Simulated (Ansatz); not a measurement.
ReO4, SMILES [O]=[Re-](=[O])(=[O])=[O], charge -1, multiplicity 1.

The structure is a stationary point at PBE0-D3(BJ)/def2-SVPD. The spin state was assumed, not searched. The isomer is the one that the SMILES or the coordinates give; other isomers of the formula were not compared. The def2 effective core potentials stand for the cores of Re; spin–orbit coupling is left out.

Two levels are set side by side: PBE/def2-SVPD (Ansatz, an electronic-structure program) and CAM-B3LYP/def2-SVPD (Ansatz). Energy differences of separate SCF runs at the same geometry; the states with an electron removed or added have multiplicity 2. Differences are taken from unrounded values.

```tsv
quantity	PBE
vertical ionisation energy (eV)	5.53
vertical singlet–triplet gap (eV)	4.68
```

These are the PBE values. What does CAM-B3LYP give? (Estimate from the structure and the level; the computed values follow.)


```
quantity                           CAM-B3LYP  PBE minus CAM-B3LYP
---------------------------------  ---------  -------------------
vertical ionisation energy (eV)         6.14                -0.61
vertical singlet–triplet gap (eV)       4.58                 0.10
```
